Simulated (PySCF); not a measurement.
Computed shifts of a molecule C6H10, PBE/pcSseg-1 (PySCF), GIAO, gas phase, atoms alike by connectivity averaged where their shifts nearly agree, in ppm (number of nuclei): ¹³C: 147.7 (2), 122.4 (1), 119.6 (1), 39.9 (1), 36.6 (1). ¹H: 6.77 (1), 6.48 (1), 5.68 (2), 5.56 (1), 5.49 (1), 3.06 (1), 2.80 (1), 2.41 (1), 2.26 (1). References: ¹³C against TMS (σ = 182.0 ppm); ¹H against TMS (σ = 31.49 ppm), references at their B3LYP-D3(BJ)/def2-TZVP geometries, non-relativistic. The structure is a stationary point at B3LYP-D3(BJ)/def2-SVP. One conformer was computed; it need not be the lowest.

### Question
Identify the compound among the candidates.
A) CC=C=C(C)C
B) C=CCCC=C
C) C=C=CCCC
D) C=CCC1CC1

### Answer
B, C=CCCC=C
